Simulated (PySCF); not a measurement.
F4H2OTi, multiplicity 1.

```xyz
8

Ti    -0.2391     0.0096     0.0000
F      0.1745    -0.7818     1.5091
F      0.1745    -0.7818    -1.5091
F     -0.1649     1.7400     0.0000
F     -1.9504    -0.2500     0.0000
O      2.0475     0.1387     0.0000
H      2.3884    -0.3291    -0.7733
H      2.3884    -0.3291     0.7733
```

Coordinates come from a PBE0-D3(BJ)/def2-SVP optimisation. The multiplicity is an assumed one; other spin states were not compared.

Method: B3LYP/pcSseg-1 (PySCF). Non-relativistic, no solvent.

Computed absolute GIAO shielding of each atom: isotropic value and principal components (ppm):
| atom | σ(iso) | σ11 | σ22 | σ33 | span |
|---|---|---|---|---|---|
| Ti1 | -5.0 | -178.2 | 57.1 | 106.1 | 284.4 |
| F2 | -144.2 | -380.8 | -350.1 | 298.2 | 679.0 |
| F3 | -144.2 | -380.8 | -350.1 | 298.2 | 679.0 |
| F4 | -203.3 | -488.3 | -423.7 | 302.0 | 790.2 |
| F5 | -206.3 | -487.0 | -466.3 | 334.4 | 821.4 |
| O6 | 288.6 | 253.0 | 299.6 | 313.2 | 60.2 |
| H7 | 28.9 | 22.3 | 24.3 | 40.1 | 17.8 |
| H8 | 28.9 | 22.3 | 24.3 | 40.1 | 17.8 |
